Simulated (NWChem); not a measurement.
All runs are NWChem calculations. System: CH2NS, charge 0, spin multiplicity 2, at a geometry optimised with UPBE0/def2-SVP. The structure started from a generated list of species. Its SCF solution wasn't tested for a lower state. Level: G0W0@UPBE/def2-TZVPD, RI basis def2-tzvpd-rifit.

The NWChem input:

```
start mol
memory heap 200 mb stack 700 mb global 1700 mb
geometry units angstroms nocenter noautoz
  N     -0.001082    -1.601901     0.000000
  C      0.459153    -0.372585     0.000000
  S     -0.148921     1.103356     0.000000
  H     -0.999842    -1.814015     0.000000
  H      0.635232    -2.390871     0.000000
  symmetry group Cs
end
basis spherical
  * library def2-tzvpd
end
basis "ri basis" bse spherical
  * library def2-tzvpd-rifit
end
dft
  xc xpbe96 cpbe96
  odft
  mult 2
  iterations 100
  direct
  tolerances tight
end
task dft energy
gw
  states alpha occ 4 vir 2
  states beta occ 4 vir 2
end
task dft gw
```

NWChem printed:

```
             Northwest Computational Chemistry Package (NWChem) 7.3.0
             --------------------------------------------------------

                                NWChem Input Module
                                -------------------

 Scaling coordinates for geometry "geometry" by  1.889725989
 (inverse scale =  0.529177249)

 Turning off AUTOSYM since
 SYMMETRY directive was detected!

                             Geometry "geometry" -> ""
                             -------------------------

 Output coordinates in angstroms (scale by  1.889725989 to convert to a.u.)

  No.       Tag          Charge          X              Y              Z
 ---- ---------------- ---------- -------------- -------------- --------------
    1 N                    7.0000    -0.00108200    -1.60190100     0.00000000
    2 C                    6.0000     0.45915300    -0.37258500     0.00000000
    3 S                   16.0000    -0.14892100     1.10335600     0.00000000
    4 H                    1.0000    -0.99984200    -1.81401500     0.00000000
    5 H                    1.0000     0.63523200    -2.39087100     0.00000000

 Effective nuclear repulsion energy (a.u.)      86.4853104184

            Nuclear Dipole moment (a.u.)
            ----------------------------
        X                 Y               Z
 ---------------- ---------------- ----------------
    -0.0000037795    -0.0000132281     0.0000000000

      Symmetry information
      --------------------

 Group name             Cs
 Group number              2
 Group order               2
 No. of unique centers     5

      Symmetry unique atoms

     1    2    3    4    5


 Summary of "ao basis" -> "" (spherical)
 ------------------------------------------------------------------------------
       Tag                 Description            Shells   Functions and Types
 ---------------- ------------------------------  ------  ---------------------
 *                         def2-tzvpd                 on all atoms

 new library libraries.bse/

 Summary of "ri basis" -> "" (spherical)
 ------------------------------------------------------------------------------
       Tag                 Description            Shells   Functions and Types
 ---------------- ------------------------------  ------  ---------------------
 *                      def2-tzvpd-rifit              on all atoms

  pbe96 is a nonlocal functional; adding pw91lda local functional.

                                 NWChem DFT Module
                                 -----------------

 Summary of "ao basis" -> "ao basis" (spherical)
 ------------------------------------------------------------------------------
       Tag                 Description            Shells   Functions and Types
 ---------------- ------------------------------  ------  ---------------------
 N                         def2-tzvpd               13       37   6s3p3d1f
 C                         def2-tzvpd               13       37   6s3p3d1f
 S                         def2-tzvpd               16       46   6s6p3d1f
 H                         def2-tzvpd                5        9   3s2p

 Summary of "ao basis" -> "ao basis" (spherical)
 ------------------------------------------------------------------------------
       Tag                 Description            Shells   Functions and Types
 ---------------- ------------------------------  ------  ---------------------
 N                         def2-tzvpd               13       37   6s3p3d1f
 C                         def2-tzvpd               13       37   6s3p3d1f
 S                         def2-tzvpd               16       46   6s6p3d1f
 H                         def2-tzvpd                5        9   3s2p

      Symmetry analysis of basis
      --------------------------

        a'         95
        a"         43

            General Information
            -------------------
          SCF calculation type: DFT
          Wavefunction type:  spin polarized.
          No. of atoms     :     5
          No. of electrons :    31
           Alpha electrons :    16
            Beta electrons :    15
          Charge           :     0
          Spin multiplicity:     2
          Use of symmetry is: on ; symmetry adaption is: on
          Maximum number of iterations: 100
          This is a Direct SCF calculation.
          AO basis - number of functions:   138
                     number of shells:    52
          Convergence on energy requested:  1.00D-06
          Convergence on density requested:  1.00D-05
          Convergence on gradient requested:  5.00D-04

              XC Information
              --------------
          PerdewBurkeErnzerhof Exchange Functional  1.000
            Perdew 1991 LDA Correlation Functional  1.000 local
           PerdewBurkeErnz. Correlation Functional  1.000 non-local

             Grid Information
             ----------------
          Grid used for XC integration:  medium
          Radial quadrature: Mura-Knowles
          Angular quadrature: Lebedev.
          Tag              B.-S. Rad. Rad. Pts. Rad. Cut. Ang. Pts.
          ---              ---------- --------- --------- ---------
          N                   0.65       49          12.0       434
          C                   0.70       49          11.0       434
          S                   1.00       88          11.0       590
          H                   0.35       45          13.0       434
          Grid pruning is: on
          Number of quadrature shells:   276
          Spatial weights used:  Erf1

          Convergence Information
          -----------------------
[...]
    15     -0.156243  1 N  pz                46      0.089634  2 C  pz
    49      0.082411  2 C  pz                86     -0.074445  3 S  pz

 Vector   16  Occ=0.000000D+00  E=-1.151259D-01  Symmetry=a'
              MO Center=  2.1D-01,  6.0D-02, -5.2D-15, r^2= 3.1D+00
   Bfn.  Coefficient  Atom+Function         Bfn.  Coefficient  Atom+Function
  ----- ------------  ---------------      ----- ------------  ---------------
    43      0.426966  2 C  s                 90     -0.340971  3 S  px
    93     -0.307840  3 S  px                44      0.302608  2 C  px
    47      0.261144  2 C  px                41      0.193290  2 C  s
    50      0.173705  2 C  px                87     -0.154973  3 S  px
     4     -0.154065  1 N  s                132     -0.153725  5 H  s

 Vector   17  Occ=0.000000D+00  E=-5.334201D-02  Symmetry=a"
              MO Center=  1.1D-01, -4.9D-02, -1.3D-12, r^2= 3.0D+00
   Bfn.  Coefficient  Atom+Function         Bfn.  Coefficient  Atom+Function
  ----- ------------  ---------------      ----- ------------  ---------------
    46      0.379536  2 C  pz                49      0.361797  2 C  pz
    52      0.286355  2 C  pz                92     -0.269358  3 S  pz
    95     -0.268061  3 S  pz                 9     -0.197408  1 N  pz
    12     -0.189106  1 N  pz                15     -0.174568  1 N  pz
    89     -0.115811  3 S  pz                98     -0.103834  3 S  pz

 Vector   18  Occ=0.000000D+00  E=-2.039338D-02  Symmetry=a'
              MO Center=  8.3D-02, -2.3D+00,  1.3D-12, r^2= 5.9D+00
   Bfn.  Coefficient  Atom+Function         Bfn.  Coefficient  Atom+Function
  ----- ------------  ---------------      ----- ------------  ---------------
     6      2.388097  1 N  s                132     -2.122588  5 H  s
   123     -0.955487  4 H  s                 43      0.897528  2 C  s
   137     -0.854738  5 H  py                51     -0.605883  2 C  py
     5      0.510718  1 N  s                  4     -0.482938  1 N  s
    42     -0.439783  2 C  s                 67     -0.436814  2 C  d  2

   alpha - beta orbital overlaps
   -----------------------------

   alpha      1      2      3      4      5      6      7      8      9     10
    beta      1      2      3      4      5      7      6      8      9     10
 overlap   1.000  1.000  1.000  1.000  0.927  0.927  1.000  1.000  1.000  0.998

   alpha     11     12     13     14     15     16     17     18     19     20
    beta     11     12     13     14     15     16     17     18     19     20
 overlap   0.999  0.996  0.999  0.989  1.000  0.989  0.999  0.993  0.957  0.956

   alpha     21     22     23     24     25     26     27     28     29     30
    beta     21     22     23     24     25     26     27     28     29     30
 overlap   0.991  1.000  0.995  0.998  0.995  0.891  0.890  0.989  0.992  0.993

   alpha     31     32     33     34     35     36     37     38     39     40
    beta     31     32     33     34     35     36     37     38     39     41
 overlap   0.998  0.987  0.998  0.984  0.945  0.944  0.996  0.820  0.829  0.989

   alpha     41     42     43     44     45     46     47     48     49     50
    beta     40     42     43     44     45     46     48     47     50     49
 overlap   0.996  0.990  1.000  0.994  0.984  0.966  0.981  0.995  0.968  0.996

   alpha     51     52     53     54     55     56     57     58     59     60
    beta     51     52     53     54     55     56     57     58     59     60
 overlap   0.995  0.998  0.999  0.994  0.990  0.993  1.000  0.979  0.983  1.000

   alpha     61     62     63     64     65     66     67     68     69     70
    beta     61     62     63     64     65     66     67     68     69     70
 overlap   0.998  0.996  0.996  0.997  0.999  0.999  0.998  0.997  0.999  0.999

   alpha     71     72     73     74     75     76     77     78     79     80
    beta     71     72     73     74     75     76     77     78     79     81
 overlap   0.998  1.000  0.992  0.991  1.000  0.998  0.999  0.946  0.973  0.969

   alpha     81     82     83     84     85     86     87     88     89     90
    beta     80     82     83     85     84     86     87     88     89     90
 overlap   0.971  0.978  0.912  0.995  0.911  0.997  0.998  0.998  0.999  0.998

   alpha     91     92     93     94     95     96     97     98     99    100
    beta     91     92     94     93     95     96     97     98     99    100
 overlap   0.997  0.997  0.996  0.999  0.998  0.786  0.787  0.999  0.999  0.999

   alpha    101    102    103    104    105    106    107    108    109    110
    beta    101    102    103    104    105    106    107    108    109    110
 overlap   0.997  0.999  0.996  0.998  0.999  0.999  0.999  0.999  0.991  0.991

   alpha    111    112    113    114    115    116    117    118    119    120
    beta    111    112    113    114    115    116    117    118    119    120
 overlap   0.988  0.990  0.996  0.998  0.999  0.998  0.996  0.998  0.997  1.000

   alpha    121    122    123    124    125    126    127    128    129    130
    beta    121    122    123    124    125    126    127    128    129    130
 overlap   1.000  1.000  1.000  1.000  1.000  1.000  0.999  1.000  0.999  0.975

   alpha    131    132    133    134    135    136    137    138
    beta    131    132    133    134    135    136    137    138
 overlap   0.975  1.000  1.000  1.000  1.000  1.000  1.000  1.000

     --------------------------
     Expectation value of S2:
     --------------------------
      <S2> =      0.7535 (Exact =     0.7500)

 center of mass
 --------------
 x =   0.01152623 y =   0.13029249 z =   0.00000000

 moments of inertia (a.u.)
 ------------------
         304.660918582019          25.033103889594           0.000000000000
          25.033103889594          16.608611290419           0.000000000000
           0.000000000000           0.000000000000         321.269529872438

     Multipole analysis of the density
     ---------------------------------

     L   x y z        total         alpha         beta         nuclear
     -   - - -        -----         -----         ----         -------
     0   0 0 0     -0.000000    -16.000000    -15.000000     31.000000

     1   1 0 0     -0.267532     -0.400188      0.132660     -0.000004
     1   0 1 0     -1.379528     -0.800421     -0.579093     -0.000013
     1   0 0 1     -0.000000     -0.000000     -0.000000      0.000000

     2   2 0 0    -18.783240    -16.988390    -12.590107     10.795257
     2   1 1 0     -0.129228      6.384678      5.443245    -11.957151
     2   1 0 1      0.000000      0.000000      0.000000      0.000000
     2   0 2 0    -13.995988    -93.644331    -89.194261    168.842603
     2   0 1 1      0.000000      0.000000      0.000000      0.000000
     2   0 0 2    -19.869753    -10.404220     -9.465533      0.000000

 Task  times  cpu:       60.3s     wall:       60.3s

                                NWChem Input Module
                                -------------------

                                 NWChem GW Module
                                 ----------------

                             ***********************
                             ***        GW       ***
                             ***********************

 Summary of "ri basis" -> "ri basis" (spherical)
 ------------------------------------------------------------------------------
       Tag                 Description            Shells   Functions and Types
 ---------------- ------------------------------  ------  ---------------------
 N                      def2-tzvpd-rifit            26       92   9s7p5d4f1g
 C                      def2-tzvpd-rifit            26       92   9s7p5d4f1g
 S                      def2-tzvpd-rifit            33      129   10s8p7d6f2g
 H                      def2-tzvpd-rifit            10       24   5s3p2d

                 Memory Information
                 ------------------
          Available GA per process is          1699.7 MBs
          Available stack per process is        700.0 MBs
          Available heap per process is           0.0 MBs

          Peak memory in Initialization
              Peak GA per process is                 14.5 MBs
              Peak stack per process is               0.2 MBs
              Peak heap per process is               14.8 MBs
              Memory not in MA per process            0.0 MBs

          Peak memory in AFF Calculation
              Peak GA per process is                133.6 MBs
              Peak stack per process is             110.0 MBs
              Peak heap per process is                0.1 MBs
              Memory not in MA per process          110.0 MBs

          Computing 2-center integrals
          Computing Inverse Cholesky factor
          Computing 3-center integrals
          Computing V_xc ...

          Computing Sigma_x
          Computing RPA polarizability
          Solving quasiparticle equations

                  Alpha Orbitals
          State     Energy (eV)     Error (eV)
          -----------------------------------
@GW        13        -11.974           0.004
@GW        14        -10.161           0.000
@GW        15         -9.148           0.002
@GW        16         -7.049           0.002
@GW        17          0.985           0.002
@GW        18          1.200           0.004

                   Beta Orbitals
          State     Energy (eV)     Error (eV)
          -----------------------------------
@GW        12        -12.993           0.002
@GW        13        -11.830           0.005
@GW        14         -9.598           0.002
@GW        15         -9.043           0.002
@GW        16         -0.600           0.002
@GW        17          1.352           0.003

   Applying  -2.6269 eV scissor-shift to rest of particle states

   Applying   2.7671 eV scissor-shift to rest of hole states

   Applying  -2.7478 eV scissor-shift to rest of particle states

   Applying   2.5324 eV scissor-shift to rest of hole states

     GW Timing Statistics
   ------------------------
   Init.   :          0.2s
     ERIs  :          3.1s
     Distr.:          0.0s
     Vxc   :          0.8s
   Sigma_x :          0.0s
   RPA     :         19.6s
   Wmn     :          0.2s
   Sigma_c :          0.2s
   GW total:         24.2s

 Task  times  cpu:       24.2s     wall:       24.2s

 Total times  cpu:       84.6s     wall:       84.6s
```
